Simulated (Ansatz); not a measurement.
Reaction (ligand exchange at a Ga–C bond): `C#[C][Ga]([Cl])[Cl]` + `CNC` → `C[N](C)[Ga]([Cl])[Cl]` + `C#C`

Computed with Ansatz on PBE0-D4/def2-TZVP structures; ΔE is electronic, products minus reactants. CCSD(T)/CBS adds triple-zeta CCSD(T) − MP2 to the extrapolated MP2 energy (def2 sets, frozen cores). This one scheme is used for every species. Functionals use def2-TZVPP. HSE06 is defined as in plane-wave codes. For Ga outer-core shells are correlated without core-valence functions, which leaves a few kJ/mol of doubt a bond. Scalar relativity is left out up to krypton. Each species was taken in one conformer, which may not be the lowest.

`C#[C][Ga]([Cl])[Cl]`:

Cartesian coordinates in Å:
```
C 0.240 -1.330 1.392
C 0.090 -0.504 0.526
Ga -0.143 0.789 -0.826
Cl -2.012 1.732 -1.155
Cl 1.452 1.373 -2.093
H 0.373 -2.061 2.157
```

`CNC`:

Cartesian coordinates in Å:
```
C -0.111 0.793 -0.905
N 0.533 -0.354 -0.309
C 0.085 -0.608 1.041
H 0.217 0.909 -1.940
H 0.182 1.697 -0.363
H -1.214 0.746 -0.894
H 0.375 -1.172 -0.882
H 0.388 0.221 1.687
H 0.555 -1.515 1.426
H -1.010 -0.717 1.138
```

`C[N](C)[Ga]([Cl])[Cl]`:

```xyz
12

C     0.849    0.899    0.741
N     0.000    0.000   -0.001
C    -1.003   -0.660    0.797
Ga    0.177   -0.275   -1.767
Cl   -1.117   -1.619   -2.788
Cl    1.685    0.740   -2.873
H     1.391    0.369    1.535
H     0.263    1.697    1.217
H     1.585    1.368    0.086
H    -1.613   -1.325    0.183
H    -1.673    0.068    1.276
H    -0.544   -1.261    1.594
```

`C#C`:

Cartesian coordinates in Å:
```
C -0.096 0.517 0.286
C 0.096 -0.517 -0.286
H -0.266 1.437 0.794
H 0.266 -1.437 -0.794
```

Question: Is it downhill or uphill in electronic energy at CCSD(T)/CBS, and by how much? (Best estimate.)

Answer: Computed: Downhill: ΔE = -4.1 kcal/mol.

Question: What do these levels give: r2SCANh-D4, PBE-QIDH, HSE06, LC-ωPBE, RPA@PBE/def2-TZVPP, CCSD(T)/def2-TZVPP? (Estimate.)

Answer: The calculation gave: r2SCANh-D4 -2.8, PBE-QIDH -2.2, HSE06 -1.2, LC-ωPBE -2.3, RPA@PBE/def2-TZVPP -2.9, CCSD(T)/def2-TZVPP -3.3 kcal/mol.

Largest T1 diagnostic among the species: 0.013.

In def2-TZVPP, CCSD(T) changes the Hartree–Fock value by −4.3 kcal/mol (the triples alone add −0.5 kcal/mol) and MP2 by −4.8 kcal/mol. Leaving LDA and LC-ωPBE aside and taking each functional with its dispersion term where it has one, the values, not all of them listed here, spread over 2.4 kcal/mol, from BLYP-D4 to B97M-V. LDA lies −3.6 kcal/mol from PBE without D4.
